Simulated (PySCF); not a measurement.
Gas-phase reaction: 2 SnHCl + 2 C₂H₅ ⇌ 2 SnH₃Cl + C₄H₆ (butadiene)

Method: PySCF energies plus ideal-gas RRHO corrections (1 bar). † marks an energy on the PBE0/def2-TZVP geometry and frequencies. MP2 freezes the core. Open shells (unrestricted): C₂H₅ (multiplicity 2); the rest are closed-shell singlets. Sn: scalar-relativistic def2 core potential, no spin-orbit coupling. SnHCl, SnH₃Cl: computed as isolated molecules; such fragments, hydroxides, amides, oligomers or adducts are transient or little studied in the gas. MP2 isn't extrapolated to the basis-set limit.

MP2/def2-SVP† gives ΔH°(298 K) = -220 kJ.

What do PBE0/def2-SVP†, MP2/def2-TZVPP†, HF/def2-TZVP† give?

PBE0/def2-SVP†: -156 kJ; MP2/def2-TZVPP†: -206 kJ; HF/def2-TZVP†: -85 kJ. For scale, ΔH°(298 K) is -220 kJ at this level, -196 kJ at ωB97M-V/def2-TZVP†, and runs from -244 to -8 kJ over the 18 levels computed.
